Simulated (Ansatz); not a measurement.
Name a neutral molecule of Al, C, Cl, N and H with LUMO energy (B3LYP/def2-TZVPP) between -0.40 and -0.10 eV and HOMO–LUMO gap (ωB97M-V/def2-TZVPP) between 10.65 and 10.95 eV (Ansatz, PBE0-D4/def2-TZVP geometry).

`C[NH][Al]([CH3])[Cl]` (-0.24 eV, 10.74 eV). Other molecules can fit too; these were computed, each in one conformer that needn't be the lowest.

B3LYP here is the variant with VWN-RPA as its local correlation; programs differ in this.
